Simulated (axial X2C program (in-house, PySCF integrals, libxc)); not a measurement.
## LiBr: from the spin-free to the two-component result

All values were computed with an in-house all-electron X2C program for linear molecules (integrals from PySCF). Spin-free means the one-electron spin-free X2C Hamiltonian; two-component (2c) means X2C with spin–orbit coupling and atomic mean-field two-electron Coulomb and Gaunt terms, so the difference of the two also holds small scalar two-electron terms. Basis: Br dyall-v3z [8s9p6d1f], Li dyall-v3z [7s8p2d] (cores contracted in-house); Gaussian nuclei, density fitting, unrestricted open shells. Masses: Br 78.918 u, Li 7.016 u.

Spin-free state: M_S = 0, Λ = 0 (closed shell); fragments Br + Li.

```csv
level,Re (Å),ωe (cm⁻¹),De (eV),μ (D)
PBE0,2.168,563.3,4.242,7.03
HF,2.191,558.8,3.250,7.48
MP2,2.194,553.6,4.253,n/a
PW91,2.174,553.4,4.320,6.84
r2SCAN0,2.174,560.9,4.329,7.20
```

Correlated methods: 8 electrons correlated (number of frozen shells: Br 3 s, 2 p, 1 d; Li 1 s), 158 virtual spin orbitals or spinors in MP2.

Dipoles are positive if Li is the positive end.

Two-component determinant lowest at the distance of the search:

Ω = 0 (closed shell); fragments Br + Li.

```
  level  Re (Å)  ωe (cm⁻¹)  De (eV)  μ (D)
   PBE0   2.169      562.7    4.136   7.03
     HF   2.192      558.2    3.085   7.48
    MP2   2.195      553.1    4.109    n/a
   PW91   2.175      552.7    4.203   6.83
r2SCAN0   2.175      560.4      n/a   7.20
```

Problem. From the two tables, how do the constants change at the MP2 level (2c against spin-free)?

Solution. At the MP2 level Re increases by 0.001 Å and ωe goes down by 0.5 cm⁻¹; De changes by -0.144 eV.

The state is a single determinant with fixed occupations, the lowest that a limited PBE0 search found. Closed shells are restricted here (equal orbitals for both partners); the stretched side of such a curve lies too high. Dissociation energies refer to the lowest single-determinant-based atoms at the same level and basis. De is not given where an atomic determinant may have missed its ground term or J level, or where the truncated virtual space spoils (T). Without a current term, density functionals place determinants with orbital angular momentum somewhat too high.
